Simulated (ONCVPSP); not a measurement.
**W (Z = 74): one change to an ONCV potential, before and after**

ONCVPSP 4.0.1 input, shortened (lines: element, Z, core and valence counts, functional; n l f; lmax; l rc ep ncon nbas qcut; lloc lpopt rc5 dvloc0; l nproj debl; icmod fcfact rcfact), PBE, scalar-relativistic:

```
  W 74.00   12    2        4      upf
    1    0    2.00
    2    0    2.00
    2    1    6.00
    3    0    2.00
    3    1    6.00
    3    2   10.00
    4    0    2.00
    4    1    6.00
    4    2   10.00
    4    3   14.00
    5    0    2.00
    5    1    6.00
    5    2    4.00
    6    0    2.00
    2
    0    2.90    0.00    4    8    2.60
    1    3.10    0.07    4    7    2.40
    2    2.45    0.00    4    9    7.30
    4    5    1.95    2.00
    0    2    0.70
    1    2    2.30
    2    2    2.20
    3    5.50    1.10
```

In the p channel the program set the typed energies aside and used 0.050, 2.350 Ha.

Change: p: nproj 3. In the p channel the program set the typed energies aside and used 0.050, 2.350, 4.650 Ha.

Cutoffs: the cutoffs (Ha) at which the residual kinetic energy of the hardest occupied pseudo-wave falls to 1 and 0.1 mHa per electron; they do not see the model core or the augmentation charge, which bear on the density cutoff. Errors are all-electron minus pseudo energies relative to the spin-unpolarised reference configuration.

Problem. Predict the effect on cutoff, ghosts and configuration errors.

Solution. The potential gets neither clearly harder nor softer (14 Ha and 17 Ha → 14 Ha and 17 Ha); the errors of the 4 common tests hardly move; the range in which the p phases agree widens (upper end 2.8 → at the end of the scan); neither file shows a bound ghost.

```tsv
quantity	base	changed
cutoff, loose	14 Ha	14 Ha
cutoff, tight	17 Ha	17 Ha
bound ghosts	none	none
GHOST(+) flags under 300 eV	s at 28.0 eV, p at 81.6 eV	s at 28.0 eV, p at 151.1 eV
error for 5d4 6s1, meV [ΔE 8.88 eV]	+0.3	+0.3
error for 5d4 6s0, meV [ΔE 24.56 eV]	+40	+40
error for 5d3 6s0, meV [ΔE 49.95 eV]	+77	+77
error for 5d3 6s2 6p1, meV [ΔE 4.02 eV]	-59	-60
s: phases at 2.95 bohr within 0.05 rad from the reference energy up to (Ha; the scan ends near 5)	1.0	1.0
p: phases at 3.15 bohr within 0.05 rad from the reference energy up to (Ha; the scan ends near 5)	2.8	to the end of the scan
d: phases at 2.48 bohr within 0.05 rad from the reference energy up to (Ha; the scan ends near 5)	to the end of the scan	to the end of the scan
rms error of d²Exc/dni dnj with the model core, mHa	3.82	3.82
```
